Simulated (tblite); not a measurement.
Species: C5H3F4O (doublet state).
Numbering: `[CH2:1]=[CH:2][O:3]/[C:4]([F:5])=[C:6]\[C:7]([F:8])([F:9])[F:10]` (hydrogens: H11, H12 on C1; H13 on C2)

Computed geometry: GFN2-xTB, gas phase. This method treats the open shell by occupation alone, without spin polarisation.

What internal coordinates does the optimisation give?

| bond | length (Å) | order |
| --- | --- | --- |
| C1=C2 | 1.324 | double |
| C2–O3 | 1.366 | single |
| O3–C4 | 1.346 | single |
| C4–F5 | 1.341 | single |
| C4=C6 | 1.306 | double |
| C6–C7 | 1.462 | single |
| C7–F8 | 1.357 | single |
| C7–F9, C7–F10 | 1.340 | single |
| C1–H11 | 1.076 | single |
| C1–H12 | 1.073 | single |
| C2–H13 | 1.081 | single |

Bonds in one row agree within 0.01 Å and their mean is given. Orders are formal, as drawn. A selection of angles:
| angle | degrees |
| --- | --- |
| C2–C1–H11 | 123.1 |
| C2–C1–H12 | 120.0 |
| H11–C1–H12 | 117.0 |
| C1–C2–O3 | 127.7 |
| C1–C2–H13 | 123.7 |
| O3–C2–H13 | 108.6 |
| C2–O3–C4 | 121.5 |
| O3–C4–F5 | 114.3 |
| O3–C4–C6 | 123.8 |
| F5–C4–C6 | 121.9 |
| C4–C6–C7 | 136.7 |
| C6–C7–F8 | 112.5 |
| C6–C7–F9 | 112.7 |
| F8–C7–F9 | 106.2 |
| F9–C7–F10 | 106.7 |

Torsions: C1–C2–O3–C4 -2° (synperiplanar); C2–O3–C4–F5 -55° (synclinal); O3–C4–C6–C7 5° (synperiplanar); C4–C6–C7–F8 -15° (synperiplanar). The mirror-image conformer, all signs reversed, is as good.

C1 (carbon bonded to C and 2 H) is planar (angles 123.1°, 120.0° and 117.0°, sum 360.0°, 0.00 Å off the plane of its three neighbours). The C–C distances run from 1.306 Å (C4=C6, drawn double) to 1.462 Å (C6–C7, drawn single), a spread of 0.156 Å. C2 (carbon bonded to C, O and H) is planar (angles 127.7°, 123.7° and 108.6°, sum 360.0°, 0.01 Å off the plane of its three neighbours). C4 (carbon bonded to C, F and O) is planar (angles 123.8°, 121.9° and 114.3°, sum 360.0°, 0.01 Å off the plane of its three neighbours). O3 (oxygen bonded to 2 C) is bent (angle 121.5°). C6 (carbon bonded to 2 C) is bent (angle 136.7°). Of the pairs four or more bonds apart, C1···F5 is among the closest relative to their van der Waals radii: 2.93 Å, 92 % of the sum of Bondi's values.

Point group: C1 (no symmetry element, even within 0.4 Å). Its lowest GFN2-xTB frequency is 9i cm⁻¹, too small to tell a flat minimum from a shallow saddle.

Time: 0.67 s wall. Hardware: an Arm Neoverse V2 with one thread, no GPU, shared host with 96 logical CPUs at a one-minute load of 64. This is the geometry optimisation.
